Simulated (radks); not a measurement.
The numbers below are computed, except where a source is named.
Spherical jellium clusters: N electrons in a uniform positive sphere of charge N and radius rs N^(1/3), rs = 4.68 bohr. Level of theory: non-relativistic Kohn-Sham, LDA (Slater exchange, Perdew-Wang correlation), spin-polarised, spherical densities (a radial shooting solver with Libxc functionals). Levels are named by radial order and angular momentum (1s, 1p, 1d, 2s, ...), and open shells are averaged over m.

N = 28, configuration 1s2 1p6 1d10 2s2 1f(up 7, down 1). This is the lowest configuration that the search found. Occupied and some empty levels:

level    occupation  eigenvalue (eV)  <r> (bohr)
1s up             1          -4.4026       8.778
1s down           1          -4.2464       8.212
1p up             3          -3.9473       10.23
1p down           3          -3.7257       9.996
1d up             5          -3.3539       11.17
1d down           5          -3.1031       11.10
2s up             1          -3.0081       8.550
2s down           1          -2.8919       8.908
1f up             7          -2.6375       11.92
1f down           1          -2.3778       11.96
2p up             0          -2.0959       10.07
2p down           0          -1.9804       10.19
1g up             0          -1.8173       12.62
1g down           0          -1.5628       12.75
2d up             0          -1.2055       11.97
2d down           0          -1.0809       12.10

Energy (eV): total -52.5120, kinetic 37.508, external -1789.5, Hartree 889.80, exchange-correlation -90.985, background 900.71.

Electron density:

r (bohr)  n(r) (e/bohr^3)
0.448            0.003290
2.14             0.002903
3.82             0.002306
5.51             0.001990
7.20             0.002195
8.89             0.002659
10.6             0.002749
12.3             0.002018
13.9            0.0009338
15.6            0.0002805
17.3           0.00006590
19.0           0.00001358
20.7            2.610e-06
22.4            4.852e-07
